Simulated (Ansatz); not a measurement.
Input (CCSDT(Q)/aug-cc-pV(D+d)Z; Ansatz, a quantum-chemistry and plane-wave program): A basis named .json is the Basis Set Exchange file of that set.

Ansatz 0.2 input:
```yaml
crystal:
  periodic: [false, false, false]
  atoms:
    - {symbol: Cl, position_ang: [-0.00000000, -0.00000000, -1.35530721]}
    - {symbol: Cl, position_ang: [0.00000000, 0.00000000, 1.35530721]}
basis:
  gaussian:
    orbitals: aug-cc-pV_D+d_Z.json
total_charge: -1
magnetization: {spin_polarized: true, initial_magnetization: 1}
correlation: {method: ccsdt_q, electrons: outside_noble_gas}
```

Output:

```
Functional definition: HF
integrals: 0.09 GiB planned
1078 factors; integrals over basis functions are off by at most 1.2e-7 eV
mean field: 0.27 GiB planned
mean field evaluation 1: about -25008.4100 eV, gradient 8.0e0 eV
mean field evaluation 2: about -25008.4118 eV, gradient 8.0e0 eV
mean field evaluation 4: about -25008.8455 eV, gradient 1.0e0 eV
mean field evaluation 8: about -25008.8575 eV, gradient 5.7e-4 eV
mean field evaluation 16: about -25007.6179 eV, gradient 7.2e0 eV
mean field evaluation 32: about -25004.8149 eV, gradient 7.8e0 eV
mean field evaluation 64: about -25005.3615 eV, gradient 1.6e-1 eV
mean field evaluation 96: about -25007.2286 eV, gradient 3.7e-3 eV
mean field evaluation 128: about -25005.3625 eV, gradient 4.2e-2 eV
mean field -25008.85749156 eV, -919.0585612023 hartree, gradient 3.0e-6 eV, S^2 0.771989; 7 other end points of the search recorded, 0 dependent functions left out
determinant -25008.85749156 eV, -919.0585612023 hartree, with singles and doubles -25018.01676534 eV, -919.3951583055 hartree
determinant -25007.22863284 eV, -918.9987017484 hartree, with singles and doubles -25016.53040704 eV, -919.3405356455 hartree
determinant -25006.17782521 eV, -918.9600852805 hartree, with singles and doubles -25015.62463129 eV, -919.3072490004 hartree
determinant -25005.36256399 eV, -918.9301249832 hartree, with singles and doubles -25014.88327553 eV, -919.2800046790 hartree
10 core orbitals not correlated
reference -25008.85749156 eV, -919.0585612023 hartree; 8, 7 occupied and 46, 47 virtual orbitals, 1078 factors
second order -8.38611116 eV of doubles, -0.00000000 eV of singles
coupled cluster: 2.13 GiB planned
cycle   1  -8.94770196 eV  change   -5.6e-1 eV  update   7.7e-2
cycle   2  -9.30093744 eV  change   -3.5e-1 eV  update   3.3e-2
cycle   3  -9.49182682 eV  change   -1.9e-1 eV  update   1.8e-2
cycle   4  -9.46090225 eV  change    3.1e-2 eV  update   5.3e-3
cycle   5  -9.45915961 eV  change    1.7e-3 eV  update   2.7e-3
cycle   6  -9.46176691 eV  change   -2.6e-3 eV  update   9.2e-4
cycle   7  -9.46198119 eV  change   -2.1e-4 eV  update   4.7e-4
cycle   8  -9.46187170 eV  change    1.1e-4 eV  update   1.6e-4
cycle   9  -9.46197483 eV  change   -1.0e-4 eV  update   7.3e-5
cycle  10  -9.46193391 eV  change    4.1e-5 eV  update   3.2e-5
cycle  11  -9.46188838 eV  change    4.6e-5 eV  update   1.6e-5
cycle  12  -9.46191308 eV  change   -2.5e-5 eV  update   7.8e-6
cycle  13  -9.46191639 eV  change   -3.3e-6 eV  update   3.5e-6
cycle  14  -9.46191800 eV  change   -1.6e-6 eV  update   1.8e-6
cycle  15  -9.46191846 eV  change   -4.6e-7 eV  update   7.8e-7
perturbative correction -0.02685745 eV, -0.0009869931 hartree
Total energy: -25018.34626747 eV, -919.4072672852 hartree
```
